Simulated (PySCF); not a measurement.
## EPR parameters of C7H10N

C₇H₁₀N (doublet state).
Numbering: `[CH2:1][NH:2][C@@H:3]1[C@@H:4]2[CH2:5][C@H:6]3[C@@H:7]2[C@@H:8]13` (hydrogens: H9, H10 on C1; H11 on N2; H12 on C3; H13 on C4; H14, H15 on C5; H16 on C6; H17 on C7; H18 on C8)

Geometry (GFN2-xTB, Å), atoms numbered from 1 in this order:
```xyz
18
C7H10N angstrom
C     -2.7470    0.7599    0.3832
N     -1.3881    0.8372    0.1118
C     -0.5120   -0.2243    0.4932
C      0.9623    0.1035    0.8374
C      1.4945    0.8109   -0.4161
C      1.3232   -0.5285   -1.1068
C      1.3661   -1.2564    0.2039
C      0.0691   -1.1774   -0.5477
H     -3.0209    0.2907    1.3100
H     -3.3432    1.5791    0.0286
H     -1.1734    1.2587   -0.7808
H     -0.9840   -0.7792    1.3068
H      1.2295    0.4544    1.8274
H      0.9406    1.6735   -0.7862
H      2.5461    1.0744   -0.3173
H      1.7449   -0.8250   -2.0526
H      1.9398   -2.0865    0.5644
H     -0.4562   -1.9588   -1.0708
```

The hyperfine couplings belong to this conformer and change with its torsions.

Computed with UKS B3LYP, pcH-1 on C H N, non-relativistic, mean-field spin-orbit, GIAO in PySCF 2.14.0. One conformer (not necessarily the lowest) at the GFN2-xTB geometry, without solvent, vibrations or thermal averaging. The geometry wasn't refined by DFT: couplings that depend on bond lengths, twists or pyramidal angles can differ widely from those at the functional's own minimum. No stability test was run, so a lower SCF solution isn't excluded.

```json
{
  "g1, g2, g3": "2.00214, 2.00282, 2.00339",
  "g_iso": "2.00278",
  "Form of g": "rhombic: the two nearest values differ by 45 % of g3 − g1",
  "⟨S²⟩": "0.7533 (exact 0.7500)",
  "Total energy": "-327.37400 Eh",
  "Basis functions": "300"
}
```

Hyperfine couplings atom by atom, in MHz; T1 to T3 are the principal values of the dipolar part:

| atom | isotope | a_iso | T1 | T2 | T3 | Mulliken spin population |
| --- | --- | --- | --- | --- | --- | --- |
| C1 | 13C | 125.7 | -66.5 | -66.0 | 132.4 | 0.86 |
| N2 | 14N | 12.4 | -14.2 | -13.7 | 28.0 | 0.19 |
| C3 | 13C | 0.9 | -2.1 | -1.4 | 3.4 | -0.02 |
| C4 | 13C | 14.7 | -1.0 | -0.7 | 1.7 | 0.01 |
| C5 | 13C | 2.7 | -0.4 | -0.3 | 0.7 | 0.00 |
| C6 | 13C | 0.8 | -0.4 | -0.3 | 0.6 | 0.00 |
| C7 | 13C | -0.9 | -0.5 | 0.1 | 0.4 | 0.00 |
| C8 | 13C | 18.5 | -1.9 | -1.7 | 3.6 | 0.02 |
| H9 | 1H | -28.0 | -31.4 | -0.8 | 32.2 | -0.03 |
| H10 | 1H | -28.8 | -31.4 | -1.0 | 32.3 | -0.03 |
| H11 | 1H | -1.7 | -15.6 | -6.8 | 22.3 | -0.01 |
| H12 | 1H | -0.2 | -4.2 | -3.2 | 7.4 | 0.00 |
| H13 | 1H | -0.3 | -1.4 | -1.2 | 2.7 | 0.00 |
| H14 | 1H | -0.2 | -2.0 | -1.8 | 3.8 | 0.00 |
| H15 | 1H | -0.1 | -0.7 | -0.7 | 1.4 | 0.00 |
| H16 | 1H | 0.1 | -0.7 | -0.6 | 1.3 | 0.00 |
| H17 | 1H | -0.3 | -0.7 | -0.5 | 1.2 | 0.00 |
| H18 | 1H | 0.4 | -2.2 | -0.8 | 3.0 | 0.00 |

The Mulliken spin populations are largest on C1 (+0.86) and N2 (+0.19). The angles at C1 add up to 350.6°, so it is slightly pyramidal.

Axes: g2 points within 10° of the C1–N2 bond.

Under fast tumbling the dipolar parts average out, and these isotropic splittings remain: 1 × 1H (H10, I = 1/2, 2 lines) with 1.03 mT, 1 × 1H (H9, I = 1/2, 2 lines) with 1.00 mT, 1 × 14N (N2, I = 1, 3 lines) with 0.44 mT and 1 × 1H (H11, I = 1/2, 2 lines) with 0.06 mT.

H9 and H10 aren't averaged: C1 is flat or nearly so (angle sum 351°), and its turn about the short C1–N2 bond (1.39 Å) is taken as slow.

The 13C coupling of C1 (125.7 MHz) shows only in satellite lines or after enrichment, since that isotope makes up about 1.07 % of natural carbon.

The spin density at the nucleus, in bohr⁻³, is negative for H10 (-0.0064) and H9 (-0.0063), for instance. A restricted open-shell determinant has no negative spin density anywhere; here it arises because α and β orbitals differ (spin polarisation).
